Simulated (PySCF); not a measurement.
Record of a relaxation.

Compound: SnH2Me(SiMe3), C4H14SiSn.
Bonds: Sn1–C4, Sn1–Si8, Si8–C9, Si8–C10, Si8–C11. Hydrogens: H2, H3 on Sn1; H5, H6, H7 on C4; H12, H13, H14 on C9; H15, H16, H17 on C10; H18, H19, H20 on C11.

Method: PySCF 2.14.0, PBE0-D3(BJ)/def2-SVP geometry optimisation, gas phase, def2 core potentials past Kr; density fitting, grid level 1; the optimiser is geomeTRIC in internal coordinates, started from a GFN2-xTB structure with every atom displaced at random (about 0.03 Å). The frame can shift and turn from step to step; on so coarse a grid that alone can change the energy by a few meV, and forces under 0.02 eV/Å are noise.

Step 0: E = -18071.5605 eV, largest atomic force 6.285 eV/Å
```
atom  x, y, z in Å  |  force x, y, z in eV/Å
Sn1     1.114    1.221    0.725   -1.738   1.663   0.011
H2      1.235    1.386    2.384   -0.043  -0.150   0.782
H3      2.611    1.417    0.201    2.108   0.007  -0.765
C4      0.245    3.203    0.125   -4.768  -4.092  -0.117
H5      0.715    4.005    0.493    2.501   3.413   1.706
H6     -0.874    3.289    0.518    2.111  -0.323  -0.586
H7      0.132    3.283   -0.943    0.198   0.005  -0.880
Si8    -0.058   -0.831   -0.092   -1.708  -0.480   1.285
C9     -1.917   -0.785    0.566    0.082   1.285  -3.342
C10    -0.024   -0.908   -1.944    0.810   0.805   0.083
C11     0.782   -2.338    0.706   -0.194   0.791  -1.239
H12    -2.427   -1.684    0.198   -0.028  -0.264  -0.004
H13    -2.521    0.096    0.085    1.100  -1.262   0.888
H14    -2.024   -0.753    1.612   -0.022   0.173   1.837
H15    -0.522   -0.074   -2.419   -0.345   0.761  -0.037
H16     1.012   -0.865   -2.298    0.231  -0.148  -0.078
H17    -0.494   -1.760   -2.363   -0.560  -1.498  -0.394
H18     1.822   -2.329    0.392    0.495  -0.324  -0.221
H19     0.778   -2.317    1.771   -0.151   0.181   1.308
H20     0.278   -3.242    0.380   -0.078  -0.543  -0.237
```

Step 1: E = -18072.4556 eV, largest atomic force 0.840 eV/Å
```
atom  x, y, z in Å  |  force x, y, z in eV/Å
Sn1     1.101    1.310    0.742    0.816   0.140   0.142
H2      1.197    1.429    2.477   -0.019  -0.154  -0.197
H3      2.769    1.470    0.167   -0.462  -0.202   0.171
C4      0.189    3.143    0.137   -0.655   0.158  -0.198
H5      0.724    4.012    0.540    0.120  -0.004  -0.095
H6     -0.844    3.180    0.515   -0.007   0.005   0.092
H7      0.112    3.201   -0.960    0.203   0.100   0.029
Si8    -0.095   -0.813   -0.082   -0.165  -0.146   0.489
C9     -1.888   -0.772    0.519    0.008  -0.079  -0.322
C10    -0.048   -0.906   -1.953    0.076   0.165  -0.318
C11     0.754   -2.314    0.689    0.088   0.180  -0.169
H12    -2.401   -1.683    0.164    0.025  -0.016   0.130
H13    -2.430    0.075    0.076   -0.037   0.142   0.055
H14    -1.976   -0.716    1.614    0.025  -0.010  -0.007
H15    -0.563   -0.044   -2.412    0.005  -0.018   0.069
H16     0.994   -0.882   -2.313   -0.034  -0.067  -0.008
H17    -0.528   -1.818   -2.347    0.030  -0.033   0.102
H18     1.811   -2.346    0.377   -0.027  -0.114   0.027
H19     0.726   -2.272    1.789   -0.029   0.003  -0.009
H20     0.257   -3.239    0.358    0.039  -0.050   0.015
```

Step 2: E = -18072.5057 eV, largest atomic force 0.384 eV/Å
```
atom  x, y, z in Å  |  force x, y, z in eV/Å
Sn1     1.110    1.312    0.749    0.173   0.331  -0.089
H2      1.206    1.384    2.472   -0.024  -0.054  -0.012
H3      2.754    1.415    0.190   -0.165  -0.071   0.039
C4      0.154    3.166    0.123   -0.030  -0.087  -0.011
H5      0.708    4.034    0.517   -0.007  -0.108  -0.070
H6     -0.874    3.208    0.507   -0.045  -0.017   0.074
H7      0.102    3.229   -0.974    0.101   0.006   0.040
Si8    -0.093   -0.815   -0.070    0.024  -0.021   0.173
C9     -1.883   -0.763    0.515   -0.058  -0.078  -0.092
C10    -0.038   -0.901   -1.950    0.022   0.067  -0.141
C11     0.760   -2.321    0.682    0.042   0.049  -0.049
H12    -2.404   -1.674    0.174   -0.005   0.004   0.070
H13    -2.417    0.096    0.086   -0.020   0.074   0.021
H14    -1.959   -0.708    1.613    0.010  -0.008  -0.043
H15    -0.553   -0.036   -2.401    0.009  -0.043   0.029
H16     1.002   -0.890   -2.313   -0.023  -0.031   0.002
H17    -0.523   -1.818   -2.327    0.021   0.033   0.055
H18     1.818   -2.371    0.375   -0.028  -0.023   0.017
H19     0.728   -2.284    1.783   -0.006  -0.018  -0.037
H20     0.263   -3.248    0.350    0.009  -0.004   0.023
```

Step 3: E = -18072.5163 eV, largest atomic force 0.100 eV/Å
```
atom  x, y, z in Å  |  force x, y, z in eV/Å
Sn1     1.112    1.325    0.749   -0.039  -0.033   0.021
H2      1.204    1.372    2.468   -0.014  -0.009   0.049
H3      2.737    1.394    0.195    0.086  -0.008  -0.051
C4      0.139    3.144    0.115    0.009   0.079   0.004
H5      0.700    4.011    0.497   -0.062  -0.037  -0.022
H6     -0.889    3.181    0.505    0.033   0.012  -0.017
H7      0.108    3.199   -0.982   -0.014  -0.004   0.008
Si8    -0.090   -0.806   -0.062    0.049   0.042   0.015
C9     -1.885   -0.752    0.513   -0.029  -0.018  -0.027
C10    -0.030   -0.886   -1.946    0.003   0.003   0.007
C11     0.767   -2.314    0.677   -0.015  -0.030  -0.002
H12    -2.415   -1.661    0.185   -0.014   0.006   0.009
H13    -2.415    0.118    0.094    0.018  -0.016   0.012
H14    -1.954   -0.697    1.611    0.004   0.002  -0.003
H15    -0.547   -0.024   -2.395   -0.004  -0.013  -0.008
H16     1.009   -0.886   -2.313    0.000  -0.006   0.004
H17    -0.518   -1.806   -2.310   -0.007   0.016  -0.001
H18     1.824   -2.372    0.372   -0.001   0.022  -0.002
H19     0.733   -2.284    1.778    0.005  -0.012  -0.007
H20     0.271   -3.242    0.346   -0.008   0.005   0.011
```

Step 4: E = -18072.5178 eV, largest atomic force 0.035 eV/Å
```
atom  x, y, z in Å  |  force x, y, z in eV/Å
Sn1     1.116    1.325    0.752   -0.006   0.016   0.027
H2      1.204    1.372    2.475   -0.009  -0.003  -0.006
H3      2.745    1.391    0.192    0.013  -0.005  -0.018
C4      0.135    3.144    0.110    0.034   0.008   0.004
H5      0.690    4.015    0.488   -0.021  -0.005  -0.004
H6     -0.892    3.179    0.499   -0.004  -0.002  -0.002
H7      0.104    3.194   -0.987   -0.008  -0.009  -0.004
Si8    -0.087   -0.805   -0.059    0.007   0.017   0.010
C9     -1.884   -0.751    0.515    0.001  -0.015  -0.015
C10    -0.027   -0.883   -1.943    0.007   0.002   0.011
C11     0.766   -2.317    0.677   -0.010  -0.018  -0.004
H12    -2.418   -1.658    0.187   -0.003   0.004   0.001
H13    -2.411    0.121    0.098    0.003   0.001   0.002
H14    -1.952   -0.696    1.612    0.002   0.002   0.006
H15    -0.542   -0.020   -2.392   -0.002   0.000  -0.006
H16     1.011   -0.887   -2.310    0.002  -0.004   0.000
H17    -0.519   -1.801   -2.307   -0.008   0.001  -0.003
H18     1.822   -2.374    0.371    0.003   0.009  -0.003
H19     0.734   -2.292    1.777    0.004  -0.004   0.002
H20     0.267   -3.243    0.344   -0.004   0.004   0.002
```

Step 5: E = -18072.5183 eV, largest atomic force under 0.02 eV/Å
```
atom  x, y, z in Å  |  force x, y, z in eV/Å
Sn1     1.120    1.327    0.755    0.013   0.011   0.010
H2      1.204    1.377    2.479   -0.001   0.003  -0.007
H3      2.749    1.390    0.190   -0.015  -0.002   0.000
C4      0.132    3.139    0.104    0.011  -0.012  -0.001
H5      0.678    4.017    0.476    0.003   0.012   0.003
H6     -0.896    3.169    0.492   -0.007  -0.006  -0.001
H7      0.100    3.180   -0.994   -0.004  -0.006  -0.004
Si8    -0.084   -0.803   -0.054   -0.003   0.002   0.001
C9     -1.882   -0.748    0.517    0.003  -0.002   0.003
C10    -0.024   -0.879   -1.939    0.004   0.000   0.006
C11     0.765   -2.320    0.677   -0.002  -0.006  -0.001
H12    -2.419   -1.653    0.188    0.002   0.001  -0.004
H13    -2.406    0.127    0.103   -0.003   0.003  -0.001
H14    -1.949   -0.695    1.615   -0.001   0.000   0.004
H15    -0.537   -0.015   -2.389    0.002   0.004  -0.002
H16     1.014   -0.887   -2.306    0.000  -0.002  -0.002
H17    -0.520   -1.794   -2.302   -0.004  -0.003  -0.002
H18     1.820   -2.376    0.368    0.001  -0.001  -0.002
H19     0.735   -2.300    1.777    0.003   0.001   0.002
H20     0.263   -3.242    0.341    0.000   0.002  -0.003
```

Step 6: E = -18072.5186 eV, largest atomic force under 0.02 eV/Å
```
atom  x, y, z in Å  |  force x, y, z in eV/Å
Sn1     1.124    1.330    0.760    0.010  -0.001   0.001
H2      1.205    1.385    2.482    0.004   0.006  -0.007
H3      2.752    1.391    0.189   -0.014   0.001   0.007
C4      0.128    3.131    0.096   -0.006  -0.013  -0.003
H5      0.665    4.017    0.461    0.011   0.012   0.003
H6     -0.901    3.157    0.482   -0.005  -0.004  -0.001
H7      0.095    3.163   -1.003    0.001  -0.001  -0.002
Si8    -0.081   -0.801   -0.048   -0.008  -0.007  -0.002
C9     -1.879   -0.744    0.521    0.005   0.007   0.012
C10    -0.021   -0.875   -1.933   -0.002  -0.001   0.000
C11     0.764   -2.323    0.676    0.003   0.004   0.002
H12    -2.419   -1.646    0.190    0.003  -0.001  -0.005
H13    -2.401    0.134    0.109   -0.003   0.001  -0.002
H14    -1.947   -0.693    1.619   -0.002  -0.001  -0.001
H15    -0.529   -0.007   -2.383    0.004   0.004   0.001
H16     1.017   -0.889   -2.301    0.000  -0.002  -0.001
H17    -0.523   -1.787   -2.297   -0.001  -0.002   0.000
H18     1.819   -2.381    0.365   -0.001  -0.005  -0.001
H19     0.737   -2.308    1.777    0.000   0.003   0.001
H20     0.258   -3.242    0.337    0.002   0.000  -0.004
```

**Question.** Summarise the path.

**Answer.** The energy falls by 0.9582 eV from step 0 to step 6; nine tenths of that is first reached at step 1. It falls at every step. The largest force goes from 6.285 to under 0.02 eV/Å. Among the bonds Sn1–H3 changes most, from 1.597 to 1.726 Å; the atoms move by 0.090 Å rms after alignment.

**Question.** Follow the three bonds and two angles with the largest change from start to end.

**Answer.** 
```
step  E above end (eV)  largest force (eV/Å)  Sn1–H3 (Å)  C4–H5 (Å)  C4–H6 (Å)  H3–Sn1–C4 (°)  H6–C4–H7 (°)
   0            0.9582                 6.285       1.597      1.000      1.190           99.6         102.9
   1            0.0630                 0.840       1.770      1.098      1.100          103.5         105.9
   2            0.0129                 0.384       1.740      1.102      1.098          105.8         107.6
   3            0.0024                 0.100       1.718      1.101      1.100          107.3         109.1
   4            0.0009                 0.035       1.724      1.100      1.099          107.5         109.0
   5            0.0003            under 0.02       1.726      1.099      1.099          107.6         108.9
   6            0.0000            under 0.02       1.726      1.099      1.099          107.7         108.9
```

What follows is the cost of the whole optimisation. On an AMD EPYC with one thread (shared host), this took 4.7 min of wall time and 0.72 GiB of memory at its peak.
